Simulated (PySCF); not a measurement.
Compound: C7H4BrFO.
Structure used (PBE0-D3(BJ)/def2-SVP), in Å, numbered top down from 1:
```
atom  x, y, z in Å
O1    -3.097    0.852    0.501
C2    -2.372   -0.078    0.374
F3    -2.850   -1.330    0.430
C4    -0.914   -0.047    0.146
C5    -0.290    1.202    0.040
C6     1.079    1.286   -0.179
C7     1.823    0.108   -0.290
Br8    3.677    0.212   -0.589
C9     1.215   -1.144   -0.183
C10   -0.156   -1.218    0.033
H11   -0.898    2.104    0.131
H12    1.572    2.255   -0.265
H13    1.814   -2.051   -0.271
H14   -0.645   -2.189    0.118
```

All values: PBE0/def2-SVPD (PySCF, non-relativistic), on one gas-phase PBE0-D3(BJ)/def2-SVP geometry that isn't relaxed in the solvent. The solvent is an IEF-PCM continuum (van der Waals radii × 1.2). Only the electrostatic response of the medium enters. Spin–orbit coupling is left out although an atom past zinc is present.

Gas phase at PBE0/def2-SVPD: HOMO -7.76 eV, LUMO -2.29 eV, dipole 2.55 D.

Q: What does the continuum do to the energy, the frontier levels and the dipole at PBE0/def2-SVPD in chloroform and acetone?

A: 
| solvent | ε | E(solvent) − E(gas) (kJ/mol) | polarisation term (kJ/mol) | distortion of the solute (kJ/mol) | HOMO (eV) | LUMO (eV) | dipole (D) |
| --- | --- | --- | --- | --- | --- | --- | --- |
| chloroform | 4.711 | -15.20 | -16.82 | 1.62 | -7.61 | -2.18 | 3.01 |
| acetone | 20.49 | -20.12 | -22.98 | 2.86 | -7.58 | -2.16 | 3.15 |

Polarisation term: ½ Σ q·V over the induced surface charges. Distortion: the rise of the solute's own energy as its density leaves the gas-phase optimum. From chloroform to acetone the lowering changes by a factor 1.32, Onsager's factor (ε − 1)/(2ε + 1) by 1.30 and ε itself by 4.3.

Q: Which radius a makes the point-dipole formula ΔE = −[(ε − 1)/(2ε + 1)]·μ²/a³ give the value in acetone, with the gas-phase dipole?

A: μ = 1.002 au and |ΔE| = 0.00766 Eh give a = 2.08 Å; the farthest nucleus lies 3.73 Å from the centroid of the nuclei, so such a sphere wouldn't even hold the nuclei. The formula assumes a rigid point dipole at the centre of a sphere.

Q: Give the dipole vector in the frame of the coordinates (D, pointing from negative to positive charge), gas and acetone.

A: Gas (2.46, -0.55, -0.39), solvent (3.01, -0.80, -0.48). Its length changes by +24 % and its direction by 2°.

Q: How does the static polarisability (PBE0/def2-SVPD, frozen core, with the continuum's full static response) change?

A: 
| medium | isotropic (au) | principal values (au) | ⟨r²⟩ of the electrons (bohr²) |
| --- | --- | --- | --- |
| gas | 109.0 | 61.6, 102.1, 163.3 | 2766.3 |
| chloroform | 139.3 | 76.8, 133.0, 208.1 | 2767.8 |
| acetone | 151.7 | 85.1, 146.4, 223.7 | 2768.3 |

The isotropic value in acetone is 1.39 times the gas-phase one; no cavity-field correction is applied. ⟨r²⟩ is taken about the centre of nuclear charge.
